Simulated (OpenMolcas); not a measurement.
An atom or ion with 62 electrons was computed by SS-CASPT2, IPEA 0.25 Eh, imaginary shift 0.1 Eh with spin-orbit coupling (OpenMolcas, ANO-RCC-VQZP, DKH2). The lowest levels that the run gave, each within 12 % of the measured value where one is at hand:

| J | Parity | E (cm⁻¹) | g |
| --- | --- | --- | --- |
| 6 | even | 0.0 | 1.495 |
| 5 | even | 1987 | 1.496 |
| 4 | even | 3300 | 1.496 |
| 3 | even | 4380 | 1.496 |
| 2 | even | 5200 | 1.497 |
| 1 | even | 5760 | 1.497 |
| 0 | even | 6050 |  |
| 4 | even | 20880 | 1.500 |
| 3 | even | 26420 | 1.496 |
| 2 | even | 28700 | 1.494 |
| 5 | even | 29820 | 1.237 |
| 6 | even | 29960 | 1.312 |

**Question.** Which ion is it, and what are the configurations and terms?

**Answer.** Tb3+ (Z = 65, charge +3; active space 8 electrons in 7 orbitals (4f)). J, parity and g give the terms where levels are pure, and mixed ones are named by the computed weights; the size of the splittings, set against known spectra of the 62-electron sequence, gives the charge. In order, with the measured energies in cm⁻¹ (Martin, Zalubas and Hagan, Atomic Energy Levels: The Rare-Earth Elements, NSRDS-NBS 60 (1978)): 4f⁸ ⁷F₆, 4f⁸ ⁷F₅ (2052), 4f⁸ ⁷F₄ (3314), 4f⁸ ⁷F₃ (4292), 4f⁸ ⁷F₂ (4978), 4f⁸ ⁷F₁ (5432), 4f⁸ ⁷F₀ (5654), 4f⁸ ⁵D₄, 4f⁸ ⁵D₃, 4f⁸ ⁵D₂, 4f⁸ ⁵G₅, 4f⁸ ⁵G₆.

CASPT2 breaks the degeneracy within a term, and the mean is taken; among the terms shown or strongly mixed into the levels shown the widest spread is 93 cm-1 (4f⁸ ⁵H). High states are left out of the spin-orbit mixing, which shifts the levels that they would mix with. Computed and measured levels are paired by configuration, term and J; levels that our copy of the source lacks, or whose pairing is in doubt (as where it misses far off the trend of its configuration), stay unpaired and out of the deviations. Levels of configurations outside the active space are missing.
